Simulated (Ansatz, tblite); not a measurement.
Forces on the cluster Ga4O9H6 at its r2SCAN-D4/def2-SVP geometry. Total charge 0; singlet.

The xTB rows come from tblite. The structure holds one bond between oxygen atoms, so isomers without such links may lie far lower. The structure comes from a short search, and lower isomers may exist.

GFN1-xTB (tblite), largest force 1.07 eV/Å:

```xyz
19
positions Å, forces eV/Å
Ga    1.281   -1.097   -0.083   -0.562    0.057    0.125
Ga   -1.520    0.293   -0.184    0.562   -0.065    0.217
Ga   -0.126    0.079   -2.691   -0.175    0.156    0.089
Ga   -0.495    0.352    2.218    0.411   -0.092   -0.215
O    -1.905   -0.490   -1.854   -0.607   -0.707   -0.183
O     1.686    0.841    0.517    0.140    0.478    0.745
O     1.187    1.161    1.854    0.013   -0.124   -0.651
O     1.105   -0.895   -1.873    0.380   -0.222   -0.181
O    -0.368    1.463   -1.295   -0.172    1.030   -0.234
O    -0.385   -0.920    0.708    0.107   -0.422   -0.069
O    -1.965    1.120    1.318   -0.343    0.207   -0.063
O     2.440   -2.221    0.649    0.156    0.165   -0.438
O    -0.616   -0.102    3.933   -0.391    0.127   -0.206
H     1.163    1.425   -0.079    0.021   -0.366    0.277
H     3.216   -2.366    0.092   -0.211   -0.022    0.232
H    -0.716    2.350   -1.472    0.133   -0.429    0.102
H    -0.310    0.506   -4.155    0.112   -0.164    0.435
H    -1.530   -0.069    4.243    0.306   -0.023   -0.041
H    -2.144   -1.430   -1.846    0.120    0.414    0.060
```

GFN2-xTB (tblite), largest force 1.07 eV/Å:

```
Ga 0.105 -0.607 0.079
Ga -0.148 -0.072 0.506
Ga 0.205 -0.294 -0.173
Ga 0.514 -0.076 0.936
O -0.251 -0.487 0.077
O 0.126 0.636 0.716
O 0.017 -0.220 -0.594
O 0.031 0.119 -0.044
O -0.270 0.803 -0.242
O -0.135 -0.277 -0.219
O 0.021 -0.103 -0.505
O -0.212 0.415 -0.647
O -0.379 0.246 -0.768
H 0.218 -0.021 0.127
H -0.209 -0.023 0.269
H 0.116 -0.007 0.040
H 0.098 -0.176 0.545
H 0.234 -0.077 0.001
H -0.083 0.223 -0.105
```

r2SCAN-D4/def2-SVP (Ansatz), largest force 0.01 eV/Å:

```
Ga 0.002 0.006 -0.003
Ga 0.000 -0.003 -0.003
Ga -0.002 0.000 -0.002
Ga 0.000 0.003 0.008
O -0.002 -0.002 -0.003
O -0.003 -0.005 -0.003
O -0.002 -0.004 0.004
O 0.002 -0.002 0.001
O 0.002 -0.006 0.008
O 0.000 0.001 -0.003
O 0.001 0.001 -0.004
O 0.004 0.000 -0.003
O 0.000 0.000 0.003
H 0.001 0.000 0.003
H -0.004 0.000 0.002
H -0.004 0.006 -0.006
H 0.000 -0.001 -0.002
H 0.001 0.000 -0.002
H 0.002 0.005 0.003
```
